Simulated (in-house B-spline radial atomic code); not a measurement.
Values are calculated unless marked as measured or tabulated.
**Stopping and range of 200 keV Ni in InAs**

The pair potential comes from two frozen, spherical free-atom densities (PBE, B-spline radial code, scalar-relativistic past argon): electrostatics plus the change in Thomas-Fermi kinetic and Dirac exchange energy where they overlap, the recipe behind the universal ZBL potential, which averages such potentials (from solid-state densities) over many pairs. It is written V = (Z1 Z2 e²/r) φ(r/a), with e² = 14.3996 eV·Å and a = 0.46850 Å/(Z1^0.23 + Z2^0.23); ZBL's fit is φ = 0.18175 e^(−3.1998x) + 0.50986 e^(−0.94229x) + 0.28022 e^(−0.4029x) + 0.02817 e^(−0.20162x). Where φ falls below 4e-4 it is continued as an exponential.

The target is taken as amorphous, with density 5.68 g/cm³ (NSM archive of the Ioffe Institute); channelling is ignored. Masses: Ni 58.69, In 114.82, As 74.92 u. Nuclear stopping is S_n = 4π a Z1 Z2 e² M1/(M1 + M2) × s_n(ε), with s_n integrated over impact parameters for each pair. Electronic stopping is Lindhard and Scharff's S_e = Z1^(1/6) 8π e² a0 Z1 Z2/(Z1^(2/3) + Z2^(2/3))^(3/2) × v/v0, with a0 = 0.529177 Å and v = v0 at 24.801 keV/u; it misses the oscillations with Z1 seen in experiment, which reach tens of per cent. Compounds add by atom fraction.

```tsv
target atom	a (Å)	ε at this energy	s_n, this pair	s_n, ZBL potential
In	0.10186	0.6823	0.3388	0.3327
As	0.10679	0.9002	0.3314	0.3182
```

(1) What are the atom density and the stopping powers at entry?

Along the track:

```csv
E (keV),N S_n (eV/nm),N S_e (eV/nm)
10,788,117
30,996,203
60,1060,287
100,1060,370
150,1030,454
200,991,524
```

(2) Estimate the path length and the projected range.

Results:

(1) N = 5.68 × 0.602214/94.87 = 0.03606 atoms/Å³. For In: S_n = 8553 × 0.3388 = 2898 eV·Å², S_e = 3.5296 × √200000 = 1579 eV·Å². For As: S_n = 7843 × 0.3314 = 2599 eV·Å², S_e = 2.9661 × √200000 = 1326 eV·Å². Averaged over the target's atoms (half each) and times N × 10 Å/nm, the ion loses N S_n = 991 eV/nm to recoils and N S_e = 524 eV/nm to electrons; the nuclear share is 65 %.

(2) With continuous slowing down the path is the integral of dE/(N (S_n + S_e)). Trapezoids over the table give 139 nm, and the stretch below the first row, with stopping taken as √E, adds 2E/(N S) = 22 nm: 162 nm in all, against 157 nm on a fine grid from 5 eV. Deflections shorten the depth: to first order in the energy passed on, N (S_n + S_e) dR_p/dE = 1 − N S_n (M2/M1) R_p/(2E), summed over the target's atoms, and integrating this on the fine grid gives R_p = 88.7 nm, 0.57 of the path. Lindhard's rule of thumb R/(1 + M2/3M1), with mean M2/M1 = 1.62, gives 102 nm. On the ZBL potential the same equation gives 91 nm, and the full integral equation, which keeps hard collisions, 98 nm.
